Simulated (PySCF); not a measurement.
# Working out the ionisation energy of As

As [Ar] 3d10 4s2 4p3 (4S) → As⁺ [Ar] 3d10 4s2 4p2 (3P). Calculation: PySCF 2.14, in aug-cc-pVQZ-DK (8s7p5d3f2g, 93 functions); scalar relativity by spin-free X2C-1e. Frozen: [Ar] 3d10. Energies in hartree (1 hartree = 27.21139 eV):

```json
{"part": "UHF", "As (lower)": "-2259.019920", "As⁺ (upper)": "-2258.674156"}
{"part": "MP2 opposite-spin", "As (lower)": "-0.056424", "As⁺ (upper)": "-0.048205"}
{"part": "MP2 same-spin", "As (lower)": "-0.020187", "As⁺ (upper)": "-0.009359"}
```

**Question.** What does Hartree-Fock give?

**Answer.** (-2258.674156) − (-2259.019920) = 0.345764 hartree = 9.409 eV.

**Question.** What do MP2 and SCS-MP2 (6/5 opposite-spin, 1/3 same-spin) give?

**Answer.** The opposite-spin parts differ by 0.224 eV and the same-spin parts by 0.295 eV. MP2: 9.409 + (0.224) + (0.295) = 9.928 eV. SCS-MP2: 9.409 + 1.2 × (0.224) + (0.295)/3 = 9.776 eV.

Measured between the centres of the two terms (NIST): 10.008 eV, so MP2 (valence) is off by -0.080 eV.

What remains against the reference includes basis incompleteness, the frozen core and correlation beyond second order.
